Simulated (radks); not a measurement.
The numbers below are computed, except where a source is named.
Ionisation of the gold ion Au3+, [Xe] 4f14 5d8, to Au4+, [Xe] 4f14 5d7, under several functionals. Scalar-relativistic Kohn-Sham, spin-unpolarised, spherical densities, point nucleus; a radial shooting solver on a logarithmic mesh with Libxc functionals.

| functional | E(Au3+) (hartree) | Exc (hartree) | IE (eV) | -e(HOMO) (eV) | <r> HOMO (bohr) | IE error (eV) |
|---|---|---|---|---|---|---|
| PW91 | -19011.2897 | -362.8934 | 47.795 | 40.710 | 1.434 | +2.795 |
| exchange-only B88 | -19006.3291 | -357.8733 | 46.450 | 39.397 | 1.441 | +1.450 |
| HCTH/407 | -19020.3584 | -372.3955 | 48.265 | 41.134 | 1.422 | +3.265 |
| RPBE | -19010.0558 | -361.6693 | 47.633 | 40.547 | 1.433 | +2.633 |
| BP86 | -19011.6877 | -363.2865 | 47.816 | 40.736 | 1.433 | +2.816 |
| SOGGA | -19003.6369 | -355.2482 | 47.632 | 40.548 | 1.433 | +2.632 |

NIST Atomic Spectra Database: 45 eV (theoretical). Closest: exchange-only B88. The Delta-SCF values span 1.82 eV, the total energies 16.72 hartree. The highest occupied level is 5d. Spin polarisation and multiplet splitting are left out, so open shells lie too high by an amount that depends on their filling. Spin-orbit splitting is averaged out at the scalar-relativistic level.

Beside tabulated values, note that spin-unpolarised runs miss the spin-polarisation part of the exchange energy of open shells.
